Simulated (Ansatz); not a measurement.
Consider the ligand exchange at a B–N bond: `NB(O)Cl` + HCl → `OB(Cl)Cl` + NH₃.

Calculated with Ansatz (gas phase, PBE0-D4/def2-TZVP geometries, no zero-point term in ΔE). CCSD(T)/CBS is the MP2 limit (def2-TZVPP, def2-QZVPP) plus CCSD(T) − MP2 in def2-TZVPP, frozen cores. This one scheme is used for every species. Functionals use def2-TZVPP. Each species was taken in one conformer, which may not be the lowest.

```json
{"level": "BHLYP-D4", "ΔE (kcal/mol)": "8.9"}
{"level": "ωB97M-V", "ΔE (kcal/mol)": "7.8"}
```

**Question.** What does CCSD(T)/CBS give? (An estimate is asked.)

**Answer.** Computed: +7.6 kcal/mol. The listed levels differ from it by 1.3, 0.2 kcal/mol.

Largest T1 diagnostic among the species: 0.011.

In def2-TZVPP, CCSD(T) changes the Hartree–Fock value by −2.1 kcal/mol (the triples alone add −0.6 kcal/mol) and MP2 by −2.9 kcal/mol. From PBE to PBE0 (25 % exact exchange), in def2-TZVPP and without D4, ΔE moves by +1.0 kcal/mol. Leaving LDA and LC-ωPBE aside and taking each functional with its dispersion term where it has one, the values, not all of them listed here, spread over 3.0 kcal/mol, from revPBE-D4 to CAM-B3LYP-D4. LDA lies +2.3 kcal/mol from PBE without D4.
